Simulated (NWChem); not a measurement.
A calculation on IIn

```xyz
2

In     0.0000     0.0000    -1.4660
I      0.0000     0.0000     1.3554
```
Charge 0, spin multiplicity 1.

All runs are NWChem calculations. Structure: optimised with B3LYP/def2-SVP with def2 effective core potentials on In, I, a minimum by its harmonic frequencies.

Symmetry labels belong to the abelian group C2v used in the runs, with the axes of the coordinates shown; states degenerate in a higher group split over its labels.

Effective core potentials replace the inner electrons of In, I; spin-orbit coupling is left out. The structure started from a generated list of species.

List the lowest 4 singlet excitations that CIS/def2-SVPD with def2 effective core potentials on In, I gives, with oscillator strengths.


```
state  symmetry  energy (eV)  wavelength (nm)      f
-----  --------  -----------  ---------------  -----
1            b2         4.21              295  0.109
2            b1         4.21              295  0.109
3            a1         5.26              236  0.000
4            a2         5.26              236  0.000
```
